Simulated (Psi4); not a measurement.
Dimer: CO (SMILES [C-]#[O+]) (first 2 atoms) with GeH4 (SMILES [GeH4]); geometry from B3LYP-D3(BJ)/def2-TZVP, rigid monomers moved along the line of their centres of mass till C1···Ge3 is 6.59 Å.
(charge 0, multiplicity 1):
```json
[
 {"atom": "C", "x (Å)": "0.2474", "y (Å)": "-0.5548", "z (Å)": "0.1694"},
 {"atom": "O", "x (Å)": "0.2544", "y (Å)": "-0.1374", "z (Å)": "-0.8750"},
 {"atom": "Ge", "x (Å)": "-0.3537", "y (Å)": "0.4056", "z (Å)": "6.6641"},
 {"atom": "H", "x (Å)": "0.8466", "y (Å)": "1.1367", "z (Å)": "6.0450"},
 {"atom": "H", "x (Å)": "-0.5259", "y (Å)": "0.8577", "z (Å)": "8.1233"},
 {"atom": "H", "x (Å)": "-0.1136", "y (Å)": "-1.1094", "z (Å)": "6.6214"},
 {"atom": "H", "x (Å)": "-1.6245", "y (Å)": "0.7497", "z (Å)": "5.8734"}
]
```

These are SAPT0/aug-cc-pVDZ in Psi4 1.11 values and carry that method's errors.

**Question.** Which attractive term is largest, and how does the interaction split up?

**Answer.** electrostatics -0.01, exchange 0.00, induction 0.00, dispersion -0.03, total -0.04 kcal/mol; the largest attraction is dispersion.
